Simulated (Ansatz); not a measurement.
The cluster Ge3O2, relaxed as a singlet with RKS B3LYP-D4/def2-SVP in Ansatz, starting from the GFN1-xTB geometry. Force threshold 0.02 eV/Å.

The restricted singlet is unstable towards broken spin symmetry in Hartree–Fock (as tested in another run); at B3LYP-D4/def2-SVP this wasn't settled. Another isomer (singlet) lies 1.88 eV lower at PBE0-D4/def2-TZVP; other spin states weren't run for this one.

Start:

```xyz
5

Ge   -0.3944    1.4323   -0.3320
Ge    1.1377   -0.4193    0.1083
Ge   -1.2634   -0.8439    0.0779
O    -1.6912    0.4376   -1.1677
O     2.2114   -0.6066    1.3134
```

**Question.** Estimate the energy that the relaxation releases and the steps that it takes.

**Answer.** 11.7 kcal/mol, in 23 steps; 42 s on 4 threads of Arm Neoverse V2 on a shared host. The force fell under the threshold at step 8, but the optimiser went on and released 0.024 eV more. No frequencies were taken in this run, so the end may be a saddle point.

**Question.** Does the start keep its bonding?

**Answer.** Bonds lost: Ge1–Ge2 (atoms count from 1).

**Question.** Predict the relaxed structure.

**Answer.** 
```xyz
5

Ge   -0.757    1.665   -0.264
Ge    1.275   -0.832    0.285
Ge   -1.433   -0.805    0.022
O    -1.615    0.478   -1.331
O     2.529   -0.505    1.288
```
Bond lengths: 3 × Ge–O 1.64 to 1.87 Å; 2 × Ge–Ge 2.58 to 2.72 Å.
